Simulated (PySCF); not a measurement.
C₆H₅F₂O₂ (doublet state).
Z-matrix (Å and degrees, GFN2-xTB geometry), rows numbered from 1:
```
C 
C   1  1.2011
C   2  1.4198  1  174.23
C   3  1.3556  2  126.90  1   173.34
O   4  1.3389  3  130.26  2     1.05
C   5  1.4108  4  120.42  3    -0.72
O   3  1.3730  2  110.03  1    -5.59
C   7  1.3333  3  126.47  2  -164.98
F   8  1.3434  7  110.16  3  -175.51
F   8  1.3587  7  117.77  3   -51.25
H   1  1.0489  2  176.80  3  -178.68
H   4  1.0805  3  120.30  2   179.78
H   6  1.0889  5  105.45  4   179.91
H   6  1.0923  5  111.41  4   -60.99
H   6  1.0924  5  111.17  4    61.03
```

The hyperfine couplings belong to this conformer and change with its torsions.

As a line formula: `F[C](O/C(C#C)=C/OC)F` [radical].

The calculation used UKS B3LYP, pcH-1 on C F H O, non-relativistic, mean-field spin-orbit, GIAO in PySCF. The structure is a single GFN2-xTB conformer in the gas phase; no vibrational or solvent corrections. Couplings are sensitive to structure, and on GFN2-xTB geometries they can be far from those on DFT ones. The SCF solution wasn't tested for stability.

(1) The isotropic 13C couplings are +628.7, -8.0, +5.9, +2.3, -1.5 MHz. Assign them to C1; C2; C3; C4; C8.

(2) The isotropic 17O couplings are -33.5, -2.4 MHz. Assign them to O5; O7.

## Answers

(1) 
```
site  a_iso (MHz)  ρ(0) (bohr⁻³)                 position  distance from C8 (Å)  spin population  largest |T| (MHz)
  C1         -1.5        -0.0013          4 bonds from C8                  4.61            -0.02                2.5
  C2         +2.3        +0.0021          3 bonds from C8                  3.57            +0.01                0.9
  C3         -8.0        -0.0072          2 bonds from C8                  2.42            -0.04                7.4
  C4         +5.9        +0.0052          3 bonds from C8                  2.92            +0.07               10.0
  C8       +628.7        +0.5592  largest spin population                  0.00            +0.77              131.8
```

(2) 
```tsv
site	a_iso (MHz)	ρ(0) (bohr⁻³)	position	distance from C8 (Å)	spin population	largest |T| (MHz)
O5	-2.4	+0.0039	4 bonds from C8	4.25	+0.01	6.3
O7	-33.5	+0.0553	1 bond from C8	1.33	+0.09	52.4
```

ρ(0) is the spin density at the nucleus and T the dipolar tensor; entries for several nuclei are means. Largest spin populations (Mulliken): C8 (+0.77), O7 (+0.09) and C4 (+0.07). No atom but C8 exceeds +0.15. The angles at C8 add up to 335.8°, so it is pyramidal.

β density exceeds α density at some nuclei, such as C3 (-0.0072) and C1 (-0.0013), spin density in bohr⁻³. In a single determinant that takes different orbitals for the two spins, that is spin polarisation.

Means are taken over nuclei equivalent by connectivity, which assumes that they swap fast. The 19F value of +357.7 MHz is a mean of couplings from 303.3 to 412.1 MHz in this one geometry, not an average over conformers.
